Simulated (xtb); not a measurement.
C3H11Si3, doublet, from a rough starting geometry; GFN2-xTB run with xtb.

xtb was given this input:
```
$ xtb mol.xyz --gfn 2 --uhf 1 --opt vtight --json

# file mol.xyz
17

C      1.55619753     0.88096785     0.57836234
Si     1.67873438    -0.87091666    -0.11193876
C      0.01349305    -1.76459515     0.12028683
Si    -1.52915519    -0.80083569    -0.37529810
C     -1.14730612     1.04093272    -0.72938054
Si    -0.02279181     1.86349713     0.71110142
H      2.44593916     1.33665390     0.89656609
H      2.76246344    -1.58125866     0.62082036
H      2.05643986    -0.86244041    -1.45839282
H      0.06786246    -2.69719392    -0.38559133
H     -0.05547319    -2.03834296     1.16346893
H     -2.06950656    -1.36479440    -1.59195428
H     -2.59501523    -0.90675404     0.71071260
H     -2.10518260     1.60819870    -0.75837959
H     -0.63306168     1.13073472    -1.68696725
H      0.14819406     3.25158128     0.37795710
H     -0.68548669     1.71677269     1.95563731
```

Problem. What does xtb print? Leave out banner, timings and long lists.

Solution. 
```
   ID    Z sym.   atoms
    1    6 C      1, 3, 5
    2   14 Si     2, 4, 6
    3    1 H      7-17

           -------------------------------------------------
          |                Calculation Setup                |
           -------------------------------------------------

           -------------------------------------------------
          |                 G F N 2 - x T B                 |
           -------------------------------------------------

          ...................................................
          :                      SETUP                      :
          :.................................................:
          :  # basis functions                  53          :
          :  # atomic orbitals                  50          :
          :  # shells                           26          :
          :  # electrons                        35          :
          :  max. iterations                   250          :
          :  Hamiltonian                  GFN2-xTB          :
          :  restarted?                      false          :
          :  GBSA solvation                  false          :
          :  PC potential                    false          :
          :  electronic temp.          300.0000000     K    :
          :  accuracy                    1.0000000          :
          :  -> integral cutoff          0.2500000E+02      :
          :  -> integral neglect         0.1000000E-07      :
          :  -> SCF convergence          0.1000000E-05 Eh   :
          :  -> wf. convergence          0.1000000E-03 e    :
          :  Broyden damping             0.4000000          :
          :  net charge                          0          :
          :  unpaired electrons                  1          :
          ...................................................

 iter      E             dE          RMSdq      gap      omega  full diag
   1    -17.1539110 -0.171539E+02  0.604E+00    4.47       0.0  T
   2    -17.3206964 -0.166785E+00  0.248E+00    3.76       1.0  T
   3    -17.3241443 -0.344793E-02  0.240E+00    4.31       1.0  T
   4    -17.3334706 -0.932628E-02  0.122E+00    4.12       1.0  T
   5    -17.3337967 -0.326104E-03  0.480E-01    4.16       1.0  T
   6    -17.3341843 -0.387529E-03  0.228E-01    4.06       1.0  T
   7    -17.3343068 -0.122501E-03  0.676E-02    4.09       1.0  T
   8    -17.3343084 -0.158715E-05  0.281E-02    4.09       1.0  T
   9    -17.3343098 -0.144998E-05  0.955E-03    4.09       2.5  T
  10    -17.3343096  0.242216E-06  0.866E-03    4.09       2.8  T
  11    -17.3343099 -0.301846E-06  0.213E-03    4.09      11.4  T
  12    -17.3343099 -0.636670E-08  0.169E-03    4.09      14.3  T
  13    -17.3343099 -0.387131E-08  0.105E-03    4.09      23.0  T
  14    -17.3343099 -0.674411E-08  0.275E-04    4.09      88.1  T
  15    -17.3343099 -0.161346E-09  0.139E-04    4.09     174.4  T

   *** convergence criteria satisfied after 15 iterations ***

         :::::::::::::::::::::::::::::::::::::::::::::::::::::
         ::                     SUMMARY                     ::
         :::::::::::::::::::::::::::::::::::::::::::::::::::::
         :: total energy             -17.107554325223 Eh    ::
         :: gradient norm              0.094012807902 Eh/a0 ::
         :: HOMO-LUMO gap              4.087979580871 eV    ::
         ::.................................................::
         :: SCC energy               -17.334245966575 Eh    ::
         :: -> isotropic ES            0.038261455398 Eh    ::
         :: -> anisotropic ES          0.006852445362 Eh    ::
         :: -> anisotropic XC          0.009115701249 Eh    ::
         :: -> dispersion             -0.015083463969 Eh    ::
         :: repulsion energy           0.226691641352 Eh    ::
         :: add. restraining           0.000000000000 Eh    ::
         :: total charge               0.000000000000 e     ::
         :::::::::::::::::::::::::::::::::::::::::::::::::::::

[...]
 * total energy  :   -17.1187185 Eh     change       -0.2723823E-06 Eh
 * total energy  :   -17.1187188 Eh     change       -0.2432160E-06 Eh
 * total energy  :   -17.1187190 Eh     change       -0.1986805E-06 Eh
 * total energy  :   -17.1187191 Eh     change       -0.1585923E-06 Eh
 * total energy  :   -17.1187192 Eh     change       -0.1330833E-06 Eh
 * total energy  :   -17.1187194 Eh     change       -0.1225996E-06 Eh
 * total energy  :   -17.1187195 Eh     change       -0.1220335E-06 Eh
 * total energy  :   -17.1187196 Eh     change       -0.1245409E-06 Eh
 * total energy  :   -17.1187197 Eh     change       -0.1230878E-06 Eh
 * total energy  :   -17.1187199 Eh     change       -0.1148347E-06 Eh
 * total energy  :   -17.1187200 Eh     change       -0.1023380E-06 Eh
 * total energy  :   -17.1187200 Eh     change       -0.8975350E-07 Eh
   *** GEOMETRY OPTIMIZATION CONVERGED AFTER 65 ITERATIONS ***
         :: total energy             -17.118720046699 Eh    ::
[...]
        50                          0.8307853              22.6068
      -------------------------------------------------------------
                  HL-Gap            0.1578248 Eh            4.2946 eV
             Fermi-level           -0.3068482 Eh           -8.3498 eV

     #   Z          covCN         q      C6AA      α(0)
     1   6 C        2.685    -0.238    34.379     9.595
     2  14 Si       3.652     0.445    98.867    19.063
     3   6 C        3.598    -0.259    26.492     7.448
     4  14 Si       3.668     0.461    98.335    19.004
     5   6 C        3.598    -0.260    26.502     7.449
     6  14 Si       3.653     0.445    98.867    19.062
     7   1 H        0.926     0.024     2.673     2.557
     8   1 H        0.916    -0.108     5.863     3.787
     9   1 H        0.915    -0.101     5.591     3.698
    10   1 H        0.925     0.003     3.002     2.709
    11   1 H        0.925     0.009     2.903     2.665
    12   1 H        0.916    -0.113     6.046     3.846
    13   1 H        0.916    -0.113     6.049     3.847
    14   1 H        0.925     0.003     3.008     2.712
    15   1 H        0.925     0.009     2.902     2.664
    16   1 H        0.916    -0.107     5.836     3.778
    17   1 H        0.915    -0.101     5.588     3.697

 Mol. C6AA /au·bohr⁶  :       4689.336325
 Mol. C8AA /au·bohr⁸  :     173035.851268
 Mol. α(0) /au        :        117.582390

Wiberg/Mayer (AO) data.
largest (>0.10) Wiberg bond orders for each atom

 ---------------------------------------------------------------------------
     #   Z sym  total        # sym  WBO       # sym  WBO       # sym  WBO
 ---------------------------------------------------------------------------
     1   6 C    3.333 --     2 Si   1.042     6 Si   1.042     7 H    0.992
     2  14 Si   3.738 --     1 C    1.042     3 C    0.892     8 H    0.876
                             9 H    0.869
     3   6 C    3.962 --    10 H    0.991    11 H    0.985     4 Si   0.906
                             2 Si   0.892
     4  14 Si   3.636 --     5 C    0.907     3 C    0.906    13 H    0.883
                            12 H    0.883
     5   6 C    3.962 --    14 H    0.992    15 H    0.985     4 Si   0.907
                             6 Si   0.893
     6  14 Si   3.739 --     1 C    1.042     5 C    0.893    16 H    0.875
                            17 H    0.870
     7   1 H    0.999 --     1 C    0.992
     8   1 H    0.988 --     2 Si   0.876
     9   1 H    0.989 --     2 Si   0.869
    10   1 H    1.000 --     3 C    0.991
    11   1 H    1.000 --     3 C    0.985
    12   1 H    0.987 --     4 Si   0.883
    13   1 H    0.987 --     4 Si   0.883
    14   1 H    1.000 --     5 C    0.992
    15   1 H    1.000 --     5 C    0.985
    16   1 H    0.988 --     6 Si   0.875
    17   1 H    0.989 --     6 Si   0.870
 ---------------------------------------------------------------------------

Topologies differ in total number of bonds
Writing topology from bond orders to xtbtopo.mol

molecular dipole:
                 x           y           z       tot (Debye)
 q only:        0.149       0.084       0.051
   full:        0.104       0.050       0.034       0.305
molecular quadrupole (traceless):
                xx          xy          yy          xz          yz          zz
 q only:        0.313       0.299      -0.683      -0.470       0.834       0.370
  q+dip:       -1.464      -0.774      -0.302      -0.802      -0.626       1.766
   full:       -0.822      -0.274       0.023      -0.059      -0.769       0.799

optimized geometry written to: xtbopt.xyz

           -------------------------------------------------
          | TOTAL ENERGY              -17.118720046699 Eh   |
          | GRADIENT NORM               0.000019545406 Eh/α |
          | HOMO-LUMO GAP               4.294632164233 eV   |
           -------------------------------------------------

normal termination of xtb
```
